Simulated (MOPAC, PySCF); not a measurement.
[Y(Cl)3], neutral singlet in the gas phase. 

Cartesian coordinates (Å):
```xyz
4

Y      0.0081    -0.0170     0.0221
Cl     2.3486     0.5333    -0.4123
Cl    -1.0183    -1.9434    -1.0754
Cl    -1.3067     1.3607     1.5525
```
Charge 0, multiplicity 1.

All levels are single points at this geometry (r2SCAN-D4/def2-SVP); Pople sets use spherical d functions. Orbital energies aren't observables, and empty levels follow the basis.

```
level                                 HOMO (eV)  LUMO (eV)  gap (eV)  dipole (D)  vertical IE, Delta-SCF (eV)
------------------------------------  ---------  ---------  --------  ----------  ---------------------------
B3LYP-D3(BJ)/def2-TZVP in PySCF           -8.83      -3.28      5.55        0.01                            –
TPSSh-D3(BJ)/def2-TZVP in PySCF           -8.39      -3.17      5.22        0.01                            –
B3LYP/6-31G* (LANL2DZ on Y) in PySCF      -8.90      -3.71      5.20        0.01                        11.24
B3LYP/LANL2DZ in PySCF                    -9.05      -3.91      5.15        0.01                            –
SVWN5/6-31G* (LANL2DZ on Y) in PySCF      -7.97      -4.27      3.70        0.01                            –
PM6 in MOPAC                             -10.73      -1.84      8.90        0.01                            –
```
